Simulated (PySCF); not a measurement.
## Cost of excited-state runs on `CC(C)[C@H](F)C[SiH3]`, C₅H₁₃FSi

Molfile (atoms numbered from 1):
```
C5H13FSi
     RDKit          3D

 20 19  0  0  0  0  0  0  0  0999 V2000
   -1.3832    1.1354   -0.0624 C   0  0  0  0  0  0  0  0  0  0  0  0
   -0.7183   -0.1086    0.5183 C   0  0  0  0  0  0  0  0  0  0  0  0
   -1.7708   -1.0410    1.1182 C   0  0  0  0  0  0  0  0  0  0  0  0
    0.0904   -0.8561   -0.5464 C   0  0  2  0  0  0  0  0  0  0  0  0
    0.6952   -1.9498    0.0632 F   0  0  0  0  0  0  0  0  0  0  0  0
    1.1829   -0.0460   -1.2287 C   0  0  0  0  0  0  0  0  0  0  0  0
    2.4693    0.7092   -0.0397 Si  0  0  0  0  0  4  0  0  0  0  0  0
   -2.0341    1.5857    0.6832 H   0  0  0  0  0  0  0  0  0  0  0  0
   -1.9873    0.8740   -0.9293 H   0  0  0  0  0  0  0  0  0  0  0  0
   -0.6469    1.8763   -0.3606 H   0  0  0  0  0  0  0  0  0  0  0  0
   -0.0227    0.1886    1.3107 H   0  0  0  0  0  0  0  0  0  0  0  0
   -1.3032   -1.9423    1.5060 H   0  0  0  0  0  0  0  0  0  0  0  0
   -2.4991   -1.3274    0.3616 H   0  0  0  0  0  0  0  0  0  0  0  0
   -2.2945   -0.5448    1.9315 H   0  0  0  0  0  0  0  0  0  0  0  0
   -0.5932   -1.2882   -1.2936 H   0  0  0  0  0  0  0  0  0  0  0  0
    1.6992   -0.7200   -1.9160 H   0  0  0  0  0  0  0  0  0  0  0  0
    0.7164    0.7233   -1.8424 H   0  0  0  0  0  0  0  0  0  0  0  0
    2.8813   -0.2772    0.9536 H   0  0  0  0  0  0  0  0  0  0  0  0
    1.9011    1.8887    0.6230 H   0  0  0  0  0  0  0  0  0  0  0  0
    3.6123    1.1306   -0.8531 H   0  0  0  0  0  0  0  0  0  0  0  0
  1  2  1  0
  2  3  1  0
  2  4  1  0
  4  5  1  0
  4  6  1  0
  6  7  1  0
  1  8  1  0
  1  9  1  0
  1 10  1  0
  2 11  1  0
  3 12  1  0
  3 13  1  0
  3 14  1  0
  4 15  1  6
  6 16  1  0
  6 17  1  0
  7 18  1  0
  7 19  1  0
  7 20  1  0
M  END
```

PySCF with density fitting, on 1 thread of an Intel Xeon 6975P-C, shared host. Command: `OMP_NUM_THREADS=1 python excited_run.py task.json out`

Question: How long does each of these runs take, and how much memory?
- magnetisability and related constants, B3LYP/pcSseg-0; usual settings
- magnetisability and related constants, BHandHLYP/pcSseg-1; isotopologues

Answer: 
```
                                  run               level  basis functions  wall time  peak memory (GiB)
magnetisability and related constants      B3LYP/pcSseg-0               93      9.9 s               0.53
magnetisability and related constants  BHandHLYP/pcSseg-1              191       25 s               0.86
```
Times from a shared host are rough.
